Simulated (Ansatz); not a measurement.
Cost and result up the ladder for cyclo-(SnH2)3 (Sn3H6) (9 atoms). Charge 0, multiplicity 1. Geometry: PBE0-D4/def2-SVP.

Cartesian coordinates in Å:
```
Sn -1.599 0.249 -0.128
H -2.483 0.171 -1.596
H -2.652 0.537 1.194
Sn 1.028 1.253 -0.102
H 1.525 2.218 1.225
H 1.693 1.851 -1.565
Sn 0.572 -1.502 0.231
H 0.875 -2.205 1.765
H 1.042 -2.572 -1.025
```

Ansatz on 4 threads of Arm Neoverse N1 on a shared host. Times are rough, and most runs start from the orbitals of an earlier one. ωB97M-V/def2-TZVP serves as the yardstick here, not as an exact answer. Differences are given only for rows in sets of like size (and for xTB, whose basis is part of the method), since another set adds its own error. Binding counts from free atoms at the same level (Sn triplet, H doublet; other spins of the atoms weren't run), without zero-point energy or a counterpoise term.

In the def2 sets Sn takes a core potential; there is no spin–orbit coupling. LC-ωPBE has ω = 0.4 bohr⁻¹. HSE06 is defined as in plane-wave codes, on full-range PBE exchange. Correlated methods freeze 12 core orbitals; core or outer-core shells of Sn are correlated, in sets that lack core-valence functions.

Correlated methods converge slowly with the basis.

```tsv
level	functions	wall time
PBE-D4/def2-SVP	108	1.6 s
PBE0-D4/def2-SVP	108	2.8 s
PBE-D4/def2-TZVP	186	3 s
revPBE-D4/def2-TZVP	186	3.1 s
LC-ωPBE/def2-TZVP	186	3.9 s
BHLYP-D4/def2-TZVP	186	4.9 s
HSE06-D4/def2-TZVP	186	5.5 s
r2SCAN-D4/def2-TZVP	186	6.5 s
PBE0-D4/def2-TZVP (with forces)	186	7.5 s
r2SCAN0-D4/def2-TZVP	186	8 s
r2SCANh-D4/def2-TZVP	186	8 s
ωB97M-V/def2-TZVP	186	16 s
CCSD(T)/def2-TZVP	186	3.3 min
```

(1) Estimate what each level gives for the binding energy per atom (eV).

Results:

(1) 
```
                          level  binding energy per atom (eV)  difference from ωB97M-V/def2-TZVP (eV)
                PBE-D4/def2-SVP                          2.16                                       –
               PBE0-D4/def2-SVP                          2.15                                       –
               PBE-D4/def2-TZVP                          2.17                                   -0.01
            revPBE-D4/def2-TZVP                          2.11                                   -0.08
              LC-ωPBE/def2-TZVP                          2.15                                   -0.04
             BHLYP-D4/def2-TZVP                          2.17                                   -0.02
             HSE06-D4/def2-TZVP                          2.17                                   -0.02
            r2SCAN-D4/def2-TZVP                          2.20                                    0.01
PBE0-D4/def2-TZVP (with forces)                          2.17                                   -0.02
           r2SCAN0-D4/def2-TZVP                          2.18                                   -0.01
           r2SCANh-D4/def2-TZVP                          2.19                                    0.01
              ωB97M-V/def2-TZVP                          2.19                                    0.00
              CCSD(T)/def2-TZVP                          2.11                                   -0.07
```
